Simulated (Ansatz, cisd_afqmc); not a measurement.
System: N, charge 0, quartet.

Total energies in def2-QZVPPD, 5 correlated electrons, 1 frozen orbitals. UHF or UKS for unpaired electrons; spin-orbit terms are left out. Cores are frozen in correlated methods. No relativity. The Monte Carlo rows (phaseless AFQMC, CISD trial, step 0.005/hartree) carry one-sigma bars that omit the constraint's bias. Outlying blocks are dropped, and bars are widened where a walk drifts. Over all cases where full CI ran beside it in this data, AFQMC minus full CI had a median of +0.1 mEh and passed +0.4 mEh in a tenth of the cases. Full CI freezes restricted core orbitals and the other rows unrestricted ones, which leaves a small offset even where coupled cluster is exact.

```csv
method,program,energy (Eh),error against FCI (mEh)
HF,Ansatz,-54.40443,120.91
MP2,Ansatz,-54.50783,17.51
CCSD,Ansatz,-54.52232,3.02
CCSD(T),Ansatz,-54.52515,0.19
CCSDT(Q),Ansatz,-54.52554,-0.21
CCSDTQ,Ansatz,-54.52555,-0.21
AFQMC/CISD,cisd_afqmc,-54.5255 ± 0.0001,-0.2 ± 0.1
FCI,Ansatz,-54.52534,0.00
```

Ansatz is a program for electronic structure.
